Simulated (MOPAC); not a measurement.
Input for MOPAC: AM1 on CH4N2O (a complex), monomers drawn apart or pushed together.

```
AM1 1SCF PRECISE CHARGE=0 THREADS=1
CH4N2O

N      0.32021269 1     0.45340835 1    -0.17874948 1
N     -0.02607307 1     0.68265078 1     0.82942213 1
C      0.22563428 1    -0.28897035 1     4.08493115 1
O     -1.02286993 1     0.19217692 1     3.61272659 1
H      0.70955307 1    -0.95973267 1     3.36551373 1
H      0.02601343 1    -0.85217190 1     4.99571255 1
H      0.91846180 1     0.52487535 1     4.32766464 1
H     -0.87224729 1     0.67196026 1     2.79238469 1
```

The log:

```
*******************************************************************************
 **                                                                           **
 **                              MOPAC v23.2.5                                **
 **                                                                           **
 *******************************************************************************
 ** MOPAC's Digital Object Identifier: https://doi.org/10.5281/zenodo.6511958 **
 **                                                                           **
 ** Please cite the open-source release paper for use of this MOPAC version:  **
 ** J. E. Moussa and J. J. P. Stewart (2026)                                  **
 ** MOPAC: An open-source semiempirical molecular orbital program             **
 ** J. Open Source Softw., 11(119), 8025, https://doi.org/10.21105/joss.08025 **
 *******************************************************************************

                              AM1 CALCULATION RESULTS

 *******************************************************************************
 *  AM1        - The AM1 Hamiltonian to be used
 *
 *
 *
 *                 CHARGE ON SYSTEM = 0
 *
 *
 *
 *  PRECISE    - TIGHTER CRITERIA TO BE USED
 *  1SCF       - DO 1 SCF AND THEN STOP
 *  THREADS=1  - MULTI-THREADING NOT USED
 *  T=         - A TIME OF 172800.0 SECONDS REQUESTED
 *  DUMP=N     - RESTART FILE WRITTEN EVERY 7200.0 SECONDS REQUESTED
 *******************************************************************************
AM1 1SCF PRECISE CHARGE=0 THREADS=1
 CH4N2O

   ATOM   CHEMICAL          X               Y               Z
  NUMBER   SYMBOL      (ANGSTROMS)     (ANGSTROMS)     (ANGSTROMS)

     1       N          0.32021269  *   0.45340835  *  -0.17874948  *
     2       N         -0.02607307  *   0.68265078  *   0.82942213  *
     3       C          0.22563428  *  -0.28897035  *   4.08493115  *
     4       O         -1.02286993  *   0.19217692  *   3.61272659  *
     5       H          0.70955307  *  -0.95973267  *   3.36551373  *
     6       H          0.02601343  *  -0.85217190  *   4.99571255  *
     7       H          0.91846180  *   0.52487535  *   4.32766464  *
     8       H         -0.87224729  *   0.67196026  *   2.79238469  *



          CARTESIAN COORDINATES

    NO.       ATOM           X           Y           Z

     1         N          0.3202      0.4534     -0.1787
     2         N         -0.0261      0.6827      0.8294
     3         C          0.2256     -0.2890      4.0849
     4         O         -1.0229      0.1922      3.6127
     5         H          0.7096     -0.9597      3.3655
     6         H          0.0260     -0.8522      4.9957
     7         H          0.9185      0.5249      4.3277
     8         H         -0.8722      0.6720      2.7924

  H: (AM1): M.J.S. DEWAR ET AL, J. AM. CHEM. SOC. 107 3902-3909 (1985)
  C: (AM1): M.J.S. DEWAR ET AL, J. AM. CHEM. SOC. 107 3902-3909 (1985)
  N: (AM1): M.J.S. DEWAR ET AL, J. AM. CHEM. SOC. 107 3902-3909 (1985)
  O: (AM1): M.J.S. DEWAR ET AL, J. AM. CHEM. SOC. 107 3902-3909 (1985)

           Empirical Formula: C H4 N2 O  =     8 atoms



      MOLECULAR POINT GROUP   :   C1


      RHF CALCULATION, NO. OF DOUBLY OCCUPIED LEVELS = 12


 -------------------------------------------------------------------------------
 AM1 1SCF PRECISE CHARGE=0 THREADS=1
 CH4N2O



     1SCF WAS SPECIFIED, SO BFGS WAS NOT USED
     SCF FIELD WAS ACHIEVED


                              AM1 CALCULATION
                                                       MOPAC v23.2.5 Linux




          FINAL HEAT OF FORMATION =        -42.21896 KCAL/MOL =    -176.64411 KJ/MOL


          COSMO AREA              =        107.41 SQUARE ANGSTROMS
          COSMO VOLUME            =         84.78 CUBIC ANGSTROMS

          IONIZATION POTENTIAL    =         11.044674 EV
          HOMO LUMO ENERGIES (EV) =        -11.045  0.829
          NO. OF FILLED LEVELS    =         12
          MOLECULAR WEIGHT        =         60.0554         POINT GROUP:  C1

          MOLECULAR DIMENSIONS (Angstroms)

            Atom       Atom       Distance
            H     6    N     1     5.34473
            H     8    H     5     2.17770
            H     7    O     4     1.67856


          SCF CALCULATIONS        =          1





   ATOM   CHEMICAL          X               Y               Z
  NUMBER   SYMBOL      (ANGSTROMS)     (ANGSTROMS)     (ANGSTROMS)

     1       N          0.32021269  *   0.45340835  *  -0.17874948  *
     2       N         -0.02607307  *   0.68265078  *   0.82942213  *
     3       C          0.22563428  *  -0.28897035  *   4.08493115  *
     4       O         -1.02286993  *   0.19217692  *   3.61272659  *
     5       H          0.70955307  *  -0.95973267  *   3.36551373  *
     6       H          0.02601343  *  -0.85217190  *   4.99571255  *
     7       H          0.91846180  *   0.52487535  *   4.32766464  *
     8       H         -0.87224729  *   0.67196026  *   2.79238469  *

                             CARTESIAN COORDINATES

   1    N        0.320212690     0.453408350    -0.178749480
   2    N       -0.026073070     0.682650780     0.829422130
   3    C        0.225634280    -0.288970350     4.084931150
   4    O       -1.022869930     0.192176920     3.612726590
   5    H        0.709553070    -0.959732670     3.365513730
   6    H        0.026013430    -0.852171900     4.995712550
   7    H        0.918461800     0.524875350     4.327664640
   8    H       -0.872247290     0.671960260     2.792384690


           Empirical Formula: C H4 N2 O  =     8 atoms



      MOLECULAR POINT GROUP   :   C1


                  EIGENVALUES
 -42.16551 -37.57595 -27.23083 -21.76940 -18.11463 -16.72501 -16.71578 -15.31683
 -15.20551 -14.58032 -12.39818 -11.04467   0.82941   0.83121   3.89212   4.25485
   4.38919   4.84168   5.73465   6.59930


              NET ATOMIC CHARGES AND DIPOLE CONTRIBUTIONS

  ATOM NO.   TYPE          CHARGE      No. of ELECS.   s-Pop       p-Pop
    1          N           0.022203        4.9778     1.83839     3.13941
    2          N          -0.017768        5.0178     1.83334     3.18443
    3          C          -0.061686        4.0617     1.22179     2.83989
    4          O          -0.335664        6.3357     1.86962     4.46605
    5          H           0.045229        0.9548     0.95477
    6          H           0.090282        0.9097     0.90972
    7          H           0.049410        0.9506     0.95059
    8          H           0.207995        0.7920     0.79201
 DIPOLE           X         Y         Z       TOTAL
 POINT-CHG.     1.131    -0.016    -0.411     1.203
 HYBRID         0.384     0.204    -0.432     0.613
 SUM            1.515     0.188    -0.843     1.743


          ATOMIC ORBITAL ELECTRON POPULATIONS

     Atom    s        px        py        pz
    1  N   1.83839   1.00826   0.99872   1.13243
    2  N   1.83334   1.02413   1.01514   1.14516
    3  C   1.22179   0.86937   0.97750   0.99302
    4  O   1.86962   1.27789   1.75053   1.43763
    5  H   0.95477
    6  H   0.90972
    7  H   0.95059
    8  H   0.79201

 **********************
 *                    *
 * JOB ENDED NORMALLY *
 *                    *
 **********************




 == MOPAC DONE ==
```

The run finished.

Cost: around 0.04 core-seconds (rough).
